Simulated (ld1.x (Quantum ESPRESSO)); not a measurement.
iron (Fe), PAW: configuration errors across variants

* Element: iron (Fe)
* Generator: ld1.x (Quantum ESPRESSO) 7.5
* Type: PAW
* Functional: PBE
* Relativity: scalar-relativistic
* Frozen core: [Ne]
* Valence charge: 16
* Reference configuration: 3s2 3p6 3d5 4s0 4p0 (charge +3)
* Partial waves: 3s (bound): rcut 1.05, rcutus 1.30 bohr; 4s (bound, empty): rcut 1.05, rcutus 1.30 bohr; 3p (bound): rcut 1.25, rcutus 1.50 bohr; 4p (bound, empty): rcut 1.25, rcutus 1.50 bohr; 3d (bound): rcut 1.05, rcutus 1.35 bohr; 3d channel at -2.75 Ry: rcut 1.05, rcutus 1.35 bohr
* Local potential: all-electron potential smoothed inside 1.20 bohr (lloc = -2)
* Core correction: a·sin(br)/r model core, default radius (core density twice the valence density)
* Augmentation charge: PSQ, inside the norm-conserving radii

All-electron excitation energies from the reference (eV): (1) 3s2 3p6 3d6 4s1 4p0 -50.426; (2) 3s2 3p6 3d6 4s0 4p0 -34.223; (3) 3s2 3p6 3d6 4s0 4p1 -45.372; (4) 3s2 3p6 3d6 4s1 4p1 -55.050; (5) 3s2 3p6 3d6 4s0 4p2 -50.700; (6) 3s2 3p6 3d6 4s1.5 4p0 -55.671.

The overlap operator is not positive definite (basis up to 400 Ry) in “waves 3s (bound): rcut 1.05, rcutus 1.52 bohr; 4s (bound): rcut 1.05, rcutus 1.52 bohr”. Such files are unfit for use, however small their errors in these radial tests.

Errors AE − PS in meV (a dash: test not solved or not reliable):

| change | (1) | (2) | (3) | (4) | (5) | (6) | bound ghosts |
| --- | --- | --- | --- | --- | --- | --- | --- |
| base | +1.9 | -1.8 | +1.7 | +3.4 | +3.1 | +3.3 | none |
| waves 3s (bound): rcut 0.82, rcutus 0.86 bohr; 4s (bound): rcut 0.82, rcutus 0.86 bohr | +1.0 | -1.7 | +1.8 | +2.7 | +3.1 | +1.8 | none |
| waves 3s (bound): rcut 0.92, rcutus 0.98 bohr; 4s (bound): rcut 0.92, rcutus 0.98 bohr | +0.9 | -1.7 | +1.7 | +2.6 | +3.1 | +1.7 | none |
| waves 3s (bound): rcut 1.05, rcutus 1.24 bohr; 4s (bound): rcut 1.05, rcutus 1.24 bohr | +1.6 | -2.1 | +1.6 | +3.1 | +3.1 | +2.8 | none |
| waves 3s (bound): rcut 1.05, rcutus 1.42 bohr; 4s (bound): rcut 1.05, rcutus 1.42 bohr | +1.9 | -1.8 | +1.5 | +3.5 | +2.8 | +3.5 | none |
| waves 3s (bound): rcut 1.05, rcutus 1.52 bohr; 4s (bound): rcut 1.05, rcutus 1.52 bohr | +12 | -9.3 | -8.4 | +13 | -7.8 | +21 | not determined (overlap not positive) |
| waves 3s (bound): rcut 1.05, rcutus 1.68 bohr; 4s (bound): rcut 1.05, rcutus 1.68 bohr | – | – | – | – | – | – | none |
| waves 3s (bound): rcut 1.05, rcutus 1.78 bohr; 4s (bound): rcut 1.05, rcutus 1.78 bohr | – | – | – | – | – | – | none |
| waves 3s (bound): rcut 1.05, rcutus 1.92 bohr; 4s (bound): rcut 1.05, rcutus 1.92 bohr | – | – | – | – | – | – | none |

**Question.** Give the same row for: waves 3s (bound): rcut 1.05, rcutus 1.14 bohr; 4s (bound): rcut 1.05, rcutus 1.14 bohr.

**Answer.** +1.0, -1.8, +2.0, +2.8, +3.4, +2.0; bound ghosts: none.
